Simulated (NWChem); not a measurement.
# SiHCl3; SMILES Cl[SiH](Cl)Cl

Results from NWChem. Medium grid unless said otherwise, to which SCAN and Minnesota functionals are sensitive. The geometry was optimised at PBE0/def2-SVP. Total energies of different functionals are on different scales.

| level | energy (Ha) | highest occupied level (eV) | orbital gap (eV) | dipole (D) |
|---|---|---|---|---|
| LDA (Slater exchange, VWN5)/def2-TZVPD | -1665.3075 | -8.15 | 6.47 | 0.84 |
| PBE/def2-TZVPD | -1670.1899 | -8.02 | 6.56 | 0.80 |
| BLYP/def2-TZVPD | -1670.8880 | -7.85 | 6.47 | 0.81 |
| TPSS/def2-TZVPD | -1670.9865 | -8.13 | 6.91 | 0.81 |
| r2SCAN/def2-TZVPD | -1670.7898 | -8.38 | 7.35 | 0.82 |
| B3LYP/def2-TZVPD | -1670.9646 | -9.13 | 8.34 | 0.87 |
| PBE0/def2-TZVPD | -1670.3297 | -9.43 | 8.91 | 0.87 |
| M06-2X/def2-TZVPD | -1670.8403 | -10.75 | 10.79 | 0.95 |
| CAM-B3LYP/def2-TZVPD | -1670.9506 | -10.78 | (withheld) | 0.92 |
| Hartree-Fock/def2-TZVPD | -1668.2268 | -12.72 | 14.04 | 1.00 |

### Question
What belongs in the gaps?

### Answer

- CAM-B3LYP/def2-TZVPD, orbital gap (eV): 11.14
